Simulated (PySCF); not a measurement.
**MnCl₂: fields on a plane**

Level of theory: UPBE in PySCF with Mn def2-TZVP, Cl def2-TZVP; no relativity; density-fitted integrals.

The sextet minimum has Mn–Cl 2.168 Å (×2); Cl–Mn–Cl 180.0°.

The plane holds Mn1 at (0.00, 0.00), Cl2 at (2.17, 0.00), Cl3 at (-2.17, 0.00) Å. Columns run from x = -4.05 to 4.35 Å, rows from y = 2.25 (top) to -1.95 Å, in steps of 0.3 Å. Other isomers or separated fragments may lie lower.

Problem. Give the electrostatic potential (V) (cut at 20 V). Lower edges of the bins (V): '0' -0.41, '1' -0.29, '2' -0.10, '3' 0.20, '4' 0.68, '5' 1.44, '6' 2.65, '7' 4.56, '8' 7.59, '9' 12.39; top 20.0.

Solution. 
```
11100112233444444332211001111
10000011234455554432110000011
00000112234566665432211000001
00012344445677776544443210000
00135677656788887656776531000
01357999877899998778999753100
02479999988999999889999974200
12579999999999999999999975210
12579999999999999999999975210
02479999988999999889999974200
01357999877899998778999753100
00135677656788887656776531000
00012344445677776544443210000
00000112234566665432211000001
10000011234455554432110000011
```

Problem. Give the spin density (e/Å³) (cut at ±0.5 e/Å³). Lower edges of the bins (e/Å³): '0' -0.049, '1' 0.006, '2' 0.061, '3' 0.116, '4' 0.170, '5' 0.225, '6' 0.280, '7' 0.335, '8' 0.390, '9' 0.445; top 0.50.

Solution. 
```
00000000000000000000000000000
00000000000011110000000000000
00000000000111111000000000000
00000000001111111100000000000
00001111001123321100111100000
00001111001269962100111100000
00001111001499994100111100000
00000020001699996100020000000
00000020001699996100020000000
00001111001499994100111100000
00001111001269962100111100000
00001111001123321100111100000
00000000001111111100000000000
00000000000111111000000000000
00000000000011110000000000000
```

Other spin states or occupations of the open shell can lie lower.
